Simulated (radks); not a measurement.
The numbers below are computed, except where a source is named.
Charge is removed step by step from the 5s1/2 level of Re3+, starting from [Xe] 4f14 5d4. Code: a radial shooting solver on a logarithmic mesh with Libxc functionals. Model: Dirac Kohn-Sham, LDA (Slater exchange, Perdew-Wang correlation), spin-unpolarised, spherical densities, point nucleus; open shells are shared between the two j in proportion to 2j + 1.

removed (e),E - E(0) (eV),eigenvalue (eV),E minus straight line (eV)
0,0.000,-115.16,0.000
0.125,14.529,-117.31,-0.960
0.25,29.327,-119.47,-1.650
0.375,44.398,-121.66,-2.068
0.5,59.743,-123.86,-2.212
0.625,75.365,-126.09,-2.079
0.75,91.265,-128.32,-1.667
0.875,107.45,-130.58,-0.975
1,123.91,-132.85,0.000

Removing the whole electron costs 123.91 eV by Delta-SCF, against 115.16 eV from minus the eigenvalue at the starting occupation. Slater's transition state (half an electron removed) gives 123.86 eV. Integrating minus the eigenvalue over the occupation (Janak's theorem) gives 123.91 eV. The mean slope of the eigenvalue, de/dn, is 17.7 eV per electron.
